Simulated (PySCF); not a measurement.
# How far are cheaper levels from CCSD(T)/CBS for AsH?

PySCF; the state is a triplet (π ↑↑). The composite is CCSD(T) extrapolated to the basis-set limit from two correlation-consistent sets, with core-valence (CV) and scalar-relativistic (SR) terms as its label shows; it has no spin–orbit coupling and nothing beyond (T). Here it is CCSD(T)/CBS(DT). It gives Re = 1.519 Å, ωe = 2162 cm⁻¹ and De = 2.87 eV to As + H.

| level | basis | relativity | Re (Å) | ωe (cm⁻¹) | De (eV) |
| --- | --- | --- | --- | --- | --- |
| UHF-MP2 | 6-311G(d,p) | no relativity | 1.514 | 2246 | 2.44 |
| UHF-SCS-MP2 | 6-31G(d,p) | no relativity | 1.519 | 2245 | 2.46 |
| UHF-CCSD | 6-31G(d,p) | no relativity | 1.527 | 2180 | 2.50 |
| UHF-CCSD(T) | def2-TZVPP | no relativity | 1.527 | 2156 | 2.82 |
| LDA | def2-TZVPPD | no relativity | 1.539 | 2109 | 3.41 |
| PBE | 6-31G(d,p) | no relativity | 1.550 | 2092 | 2.94 |
| PBEsol | 6-311G(d,p) | no relativity | 1.544 | 2098 | 3.07 |
| BLYP | def2-TZVPP | no relativity | 1.549 | 2057 | 3.06 |
| B97-3 | cc-pVTZ-PP/cc-pVTZ | scalar-relativistic core potentials | 1.534 | 2147 | 2.90 |
| CAM-B3LYP | def2-TZVPPD | no relativity | 1.525 | 2194 | 3.05 |

Give the difference of each row from the composite.



```tsv
level	basis	ΔRe (pm)	Δωe (%)	ΔDe (eV)
UHF-MP2	6-311G(d,p)	-0.5	+3.9	-0.43
UHF-SCS-MP2	6-31G(d,p)	+0.0	+3.8	-0.41
UHF-CCSD	6-31G(d,p)	+0.8	+0.8	-0.37
UHF-CCSD(T)	def2-TZVPP	+0.8	-0.3	-0.05
LDA	def2-TZVPPD	+2.0	-2.5	+0.54
PBE	6-31G(d,p)	+3.1	-3.2	+0.07
PBEsol	6-311G(d,p)	+2.5	-3.0	+0.20
BLYP	def2-TZVPP	+3.0	-4.9	+0.19
B97-3	cc-pVTZ-PP/cc-pVTZ	+1.5	-0.7	+0.03
CAM-B3LYP	def2-TZVPPD	+0.6	+1.5	+0.18
```

Which rows come closest in De?

B97-3 in cc-pVTZ-PP/cc-pVTZ (+0.03 eV), counted from the composite.

Correlated steps freeze the inner cores (4 to 9 orbitals); shallow outer-core shells are correlated. Correlated levels converge slowly with the basis: in double zeta they bind strong bonds too weakly, by up to about 1 eV, and carry superposition errors of some tenths. Spin–orbit coupling is left out. The state is the lowest determinant that a PBE0 search found; another state may lie lower at other levels.
